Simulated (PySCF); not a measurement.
AlClH2S2.

```xyz
6

Al     0.0000     0.0000     0.0148
Cl     0.0000     0.0000     2.1075
S      0.0000    -1.9304    -0.9862
H      0.0000    -1.4027    -2.2308
S      0.0000     1.9304    -0.9862
H      0.0000     1.4027    -2.2308
```
Charge 0, spin multiplicity 1.

The structure is a stationary point at PBE0-D3(BJ)/def2-SVP. The values are those of a single conformer.

Level of theory: KT2/pcSseg-1 in PySCF. Non-relativistic, no solvent.

Computed absolute GIAO shielding of each atom: isotropic value and principal components (ppm):
| atom | σ(iso) | σ11 | σ22 | σ33 | span |
|---|---|---|---|---|---|
| Al1 | 359.6 | 339.2 | 352.8 | 386.8 | 47.6 |
| Cl2 | 892.0 | 784.1 | 883.7 | 1008.3 | 224.2 |
| S3 | 680.8 | 638.7 | 643.9 | 759.7 | 121.0 |
| H4 | 30.7 | 23.2 | 28.7 | 40.3 | 17.1 |
| S5 | 680.8 | 638.7 | 643.9 | 759.7 | 121.0 |
| H6 | 30.7 | 23.2 | 28.7 | 40.3 | 17.1 |
